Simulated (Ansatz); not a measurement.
Gas-phase electronic energies from Ansatz, PBE0-D4/def2-TZVP geometries. CBS: MP2 limit from def2 TZ/QZ plus the TZ coupled-cluster correction, frozen cores. This one scheme is used for every species. DFT in def2-TZVPP. B3LYP here is the variant with VWN-RPA as its local correlation; programs differ in this. Each species was taken in one conformer, which may not be the lowest.

`FBB(F)F` + `O[SiH3]` → `FB(F)O[SiH3]` + `BF`  (cleavage of the B–B bond)

| level | ΔE (kJ/mol) |
| --- | --- |
| PBE-QIDH | -166.0 |
| B3LYP | -162.1 |
| r2SCAN0 | -169.9 |
| LC-ωPBE | -155.9 |
| RPA@PBE/def2-TZVPP | -161.5 |
| HF/def2-TZVPP | -184.9 |
| HF/CBS(def2) | -185.9 |
| CCSD/CBS(def2) | -166.0 |

Question: What does CCSD(T)/CBS give? (An estimate is asked.)

Answer: Computed: -163.8 kJ/mol. The listed levels differ from it by -2.2, 1.7, -6.1, 7.9, 2.3, -21.1, -22.1, -2.2 kJ/mol.

Largest T1 diagnostic among the species: 0.014.

In def2-TZVPP, CCSD(T) changes the Hartree–Fock value by +19.2 kJ/mol (the triples alone add +2.2 kJ/mol) and MP2 by +15.1 kJ/mol. At CCSD(T), def2-SVP lies −22.1 kJ/mol from the extrapolated value and def2-TZVPP −1.9 kJ/mol.
